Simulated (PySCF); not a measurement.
P+: ionisation energy

P+ [Ne] 3s2 3p2 (3P) → P(2+) [Ne] 3s2 3p1 (2P), as a difference of total energies. Calculation: PySCF 2.14, in aug-cc-pV(Q+d)Z (7s6p5d3f2g, 89 functions); no relativity, point nucleus. Correlated levels: valence: [Ne] frozen. The calculations carry no spin-orbit coupling.

```csv
method,ionisation energy (eV)
UHF,19.169
LDA,19.825
PBE,19.786
PBE0,19.823
r2SCAN,19.947
TPSS,19.836
LC-wPBE,19.950
PW91,19.843
M06,19.566
MP2 (valence),19.655
SCS-MP2 (valence),19.565
```

Task: How much does correlation contribute at MP2 (valence)?

Result: 19.655 − (19.169) = 0.486 eV, measured against UHF.

A first-order spin-orbit estimate (lowest level to lowest level, LS coupling) adds -0.006 eV.

Errors of the correlated levels include the incompleteness of this basis and the frozen core.

For comparison: 19.769 eV (semi-empirical (NIST evaluation); NIST Atomic Spectra Database, ionization energies).
